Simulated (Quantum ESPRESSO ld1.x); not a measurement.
Task: I XVIII, 36 electrons, occupied as [Kr]. Calculated with ld1.x of Quantum ESPRESSO 7.5: scalar-relativistic Kohn-Sham, LDA (Slater exchange, Perdew-Zunger correlation), spin-polarised, spherical densities, point nucleus. Some entries of the table are withheld. Estimate them.

orbital  occ.  eigenvalue (hartree)  <1/r> (bohr^-1)  <r> (bohr)
1s          2              -1226.80              (1)     0.02725
2s          2              -203.118            13.02      0.1172
2p          6              -184.062            12.46      0.1025
3s          2              -53.0558            4.695      0.3125
3p          6                   (2)            4.472      0.3098
3d         10              -37.6960              (3)         (4)
4s          2              -20.3269            2.068      0.6838
4p          6              -18.1921            1.949      0.7099

Result: 
(1) 1s <1/r> (bohr^-1): 56.78
(2) 3p eigenvalue (hartree): -46.8790
(3) 3d <1/r> (bohr^-1): 4.244
(4) 3d <r> (bohr): 0.2849
